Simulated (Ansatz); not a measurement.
Mo₂O₂⁺. Total charge 1; doublet. Geometry PBE0-D4/def2-TZVP.

| atom | x (Å) | y (Å) | z (Å) |
| --- | --- | --- | --- |
| Mo1 | 0.096 | -1.173 | -0.886 |
| Mo2 | -0.089 | 1.087 | 0.821 |
| O3 | -1.241 | 0.067 | -0.133 |
| O4 | 1.233 | 0.019 | 0.198 |

In the def2 sets Mo takes a core potential, while STO-3G treats all electrons; there is no spin–orbit coupling. LC-ωPBE has ω = 0.4 bohr⁻¹. At HF/STO-3G, HF/def2-TZVP, PBE-D4/def2-SVP, PBE0-D4/def2-SVP and others the charge 1 doublet is spin-contaminated (final ⟨S²⟩ up to 4.22, 0.75 for a pure state). The geometry of the doublet was relaxed on an unsound state (⟨S²⟩ 3.57, where a pure state has 0.75). The structure comes from a short search, and lower isomers may exist.

(1) Estimate the α-spin orbital energies around the gap (eV) in Ansatz with HF/STO-3G, HF/def2-TZVP, PBE-D4/def2-SVP, PBE0-D4/def2-SVP, LC-ωPBE/def2-TZVP.

Results:

(1) 
| orbital | HF/STO-3G | HF/def2-TZVP | PBE-D4/def2-SVP | PBE0-D4/def2-SVP | LC-ωPBE/def2-TZVP |
| --- | --- | --- | --- | --- | --- |
| HOMO−9 | -17.96 | -20.59 | -15.79 | -17.06 | -19.64 |
| HOMO−8 | -16.82 | -19.88 | -15.56 | -16.78 | -19.19 |
| HOMO−7 | -15.40 | -19.39 | -14.95 | -16.22 | -18.65 |
| HOMO−6 | -14.84 | -19.24 | -14.49 | -15.78 | -18.43 |
| HOMO−5 | -13.60 | -18.43 | -14.01 | -15.11 | -17.62 |
| HOMO−4 | -13.03 | -18.02 | -13.78 | -15.01 | -17.45 |
| HOMO−3 | -11.57 | -14.91 | -10.23 | -11.49 | -14.04 |
| HOMO−2 | -11.48 | -14.83 | -9.93 | -11.29 | -13.86 |
| HOMO−1 | -10.54 | -14.71 | -9.81 | -11.20 | -13.76 |
| HOMO | -9.96 | -14.58 | -9.78 | -11.13 | -13.62 |
| LUMO | 0.57 | -4.12 | -8.58 | -7.39 | -4.90 |
| LUMO+1 | 1.22 | -3.91 | -7.90 | -6.70 | -4.52 |
| LUMO+2 | 1.47 | -2.73 | -7.76 | -6.54 | -4.03 |
| LUMO+3 | 1.75 | -2.32 | -7.73 | -6.47 | -3.92 |
| LUMO+4 | 2.09 | -2.08 | -7.51 | -6.35 | -3.74 |
| LUMO+5 | 2.76 | -1.83 | -7.31 | -5.89 | -3.12 |
| β HOMO | -9.62 | -14.75 | -9.48 | -10.91 | -13.56 |
| β LUMO | -0.19 | -4.44 | -9.15 | -8.00 | -5.34 |
